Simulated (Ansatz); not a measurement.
silolane (C₄H₁₀Si), SMILES C1CC[SiH2]C1.

The structure is a stationary point at B3LYP-D3(BJ)/def2-SVP. Other conformers were not sampled.

Two levels are set side by side: PBE/def2-SVPD (Ansatz, an electronic-structure program) and PBE0/def2-SVPD (Ansatz). Energy differences of separate SCF runs at the same geometry; the states with an electron removed or added have multiplicity 2 and 2. Differences are taken from unrounded values.

```tsv
quantity	PBE0	PBE	PBE minus PBE0
vertical ionisation energy (eV)	10.04	9.76	-0.28
vertical singlet–triplet gap (eV)	7.18	6.76	-0.42
```
